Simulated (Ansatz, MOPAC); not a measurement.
Process, species as SMILES: [SbH3] (SbH3) → [SbH2-] + H+

Wanted: gas-phase deprotonation energy (enthalpy at 298 K), in kcal/mol. Set-up: STO-3G and 3-21G all-electron and non-relativistic; dispersion terms only where a functional's name holds one; spin-orbit terms left out; def2 sets with scalar-relativistic core potentials past Kr. First-principles rows: single points at B3LYP-D3(BJ) geometries (Ansatz, a program for electronic structure), with unscaled harmonic terms from B3LYP/6-31G* (LANL2DZ past Ar) at its own minima. Semi-empirical rows: MOPAC heats of formation at their own minima for 298 K, the proton's as measured. Sets without +, aug- or the D of def2-TZVPD hold no diffuse functions, which anions need.

| species | coefficient | E at HF/STO-3G (Ansatz), Eh | E at PBE/def2-TZVPD (Ansatz), Eh | H(298 K) - E, kcal/mol | heat of formation at PM6 (MOPAC), kcal/mol |
|---|---|---|---|---|---|
| [SbH3] (SbH3) | -1 | -6253.07731 | -242.01565 | 14.37 | 25.89 |
| [SbH2-] | +1 | -6252.33806 | -241.45126 | 8.56 | 54.28 |
| H+ | +1 | 0.00000 | 0.00000 | 1.48 | 365.69 |

 1 Eh = 627.5095 kcal/mol.

Work the quantity out at each level.


- HF/STO-3G: the sum of coefficient times E is 0.73925 Eh, or 463.89 kcal/mol; the thermal terms add -4.33. Result: 459.6 kcal/mol.
- PBE/def2-TZVPD: the sum of coefficient times E is 0.56439 Eh, or 354.16 kcal/mol; the thermal terms add -4.33. Result: 349.8 kcal/mol.
- PM6: the sum of coefficient times heat of formation is 394.08 kcal/mol; it needs no thermal term.
